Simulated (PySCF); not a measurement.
H4P (SMILES [PH4+]), charge +1, singlet, at a GFN2-xTB geometry; M062X/def2-TZVP run with PySCF.

Input for PySCF:
```python
from pyscf import gto, scf, dft

mol = gto.M(
    atom='''
P     0.000000    0.000000   -0.000000
H    -0.740726   -0.843270   -0.794024
H     0.317597   -0.638564    1.175424
H    -0.732172    1.130501    0.275942
H     1.155301    0.351333   -0.657342
''',
    basis='def2-tzvp',
    charge=1,
    spin=0,
    verbose=4,
)

mf = dft.RKS(mol)
mf.xc = 'm062x'
mf.kernel()
```

The log (banner, timings and long lists left out):

```
PySCF version 2.14.0

[INPUT] verbose = 4
[INPUT] num. atoms = 5
[INPUT] num. electrons = 18
[INPUT] charge = 1
[INPUT] spin (= nelec alpha-beta = 2S) = 0
[INPUT] symmetry False subgroup None
[INPUT] Mole.unit = angstrom
[INPUT] Symbol           X                Y                Z      unit          X                Y                Z       unit  Magmom
[INPUT]  1 P      0.000000000000   0.000000000000   0.000000000000 AA    0.000000000000   0.000000000000   0.000000000000 Bohr   0.0
[INPUT]  2 H     -0.740726000000  -0.843270000000  -0.794024000000 AA   -1.399769273345  -1.593549349062  -1.500487896332 Bohr   0.0
[INPUT]  3 H      0.317597000000  -0.638564000000   1.175424000000 AA    0.600171347983  -1.206711073007   2.221229440241 Bohr   0.0
[INPUT]  4 H     -0.732172000000   1.130501000000   0.275942000000 AA   -1.383604556075   2.136337273547   0.521454806265 Bohr   0.0
[INPUT]  5 H      1.155301000000   0.351333000000  -0.657342000000 AA    2.183202481436   0.663923148522  -1.242196350174 Bohr   0.0

nuclear repulsion = 24.507830672108
number of shells = 29
number of NR pGTOs = 95
number of NR cGTOs = 61
basis = def2-tzvp
ecp = {}

******** <class 'pyscf.dft.rks.RKS'> ********
method = RKS
initial guess = minao
damping factor = 0
level_shift factor = 0
DIIS = <class 'pyscf.scf.diis.CDIIS'>
diis_start_cycle = 1
diis_space = 8
diis_damp = 0
SCF conv_tol = 1e-09
SCF conv_tol_grad = None
SCF max_cycles = 50
direct_scf = True
direct_scf_tol = 1e-13
XC library pyscf.dft.libxc version 7.1.2
    S. Lehtola, C. Steigemann, M. J. T. Oliveira, and M. A. L. Marques,  SoftwareX 7, 1–5 (2018)
XC functionals = m062x
    Y. Zhao and D. G. Truhlar,  Theor. Chem. Acc. 120, 215 (2008)
    Y. Zhao and D. G. Truhlar,  Theor. Chem. Acc. 120, 215 (2008)
radial grids:
    Treutler-Ahlrichs [JCP 102, 346 (1995); DOI:10.1063/1.469408] (M4) radial grids

becke partition: Becke, JCP 88, 2547 (1988); DOI:10.1063/1.454033
pruning grids: <function nwchem_prune>
grids dens level: 3
symmetrized grids: False
atomic radii adjust function: <function treutler_atomic_radii_adjust>
small_rho_cutoff = 0
Set gradient conv threshold to 3.16228e-05
Initial guess from minao.
tot grids = 58416
init E= -343.62161288148
  HOMO = -0.474326869319948  LUMO = 0.0218444646327625  gap/eV = 13.50151
cycle= 1 E= -343.402414070079  delta_E= 0.219  |g|= 0.24  |ddm|= 1.31
  HOMO = -0.801635812830094  LUMO = -0.22085582874345  gap/eV = 15.80383
cycle= 2 E= -343.422930869177  delta_E= -0.0205  |g|= 0.119  |ddm|= 0.331
  HOMO = -0.763786793054063  LUMO = -0.189272602628551  gap/eV = 15.63333
cycle= 3 E= -343.425961252913  delta_E= -0.00303  |g|= 0.0163  |ddm|= 0.117
  HOMO = -0.759333992802054  LUMO = -0.184779909455944  gap/eV = 15.63441
cycle= 4 E= -343.426014047851  delta_E= -5.28e-05  |g|= 0.00314  |ddm|= 0.0115
  HOMO = -0.759973709064389  LUMO = -0.185080002931315  gap/eV = 15.64365
cycle= 5 E= -343.426017985976  delta_E= -3.94e-06  |g|= 0.000441  |ddm|= 0.0034
  HOMO = -0.759963575513007  LUMO = -0.185033196998757  gap/eV = 15.64465
cycle= 6 E= -343.426018117239  delta_E= -1.31e-07  |g|= 7.86e-05  |ddm|= 0.000561
  HOMO = -0.759974481536115  LUMO = -0.185035979975514  gap/eV = 15.64487
cycle= 7 E= -343.426018119832  delta_E= -2.59e-09  |g|= 1.68e-06  |ddm|= 0.000134
  HOMO = -0.759974228527158  LUMO = -0.185035840648045  gap/eV = 15.64487
cycle= 8 E= -343.426018119833  delta_E= -1.59e-12  |g|= 1.69e-07  |ddm|= 2.12e-06
  HOMO = -0.759974256795161  LUMO = -0.185035837915993  gap/eV = 15.64487
Extra cycle  E= -343.426018119834  delta_E= -3.41e-13  |g|= 6.29e-08  |ddm|= 2.48e-07
converged SCF energy = -343.426018119834
```
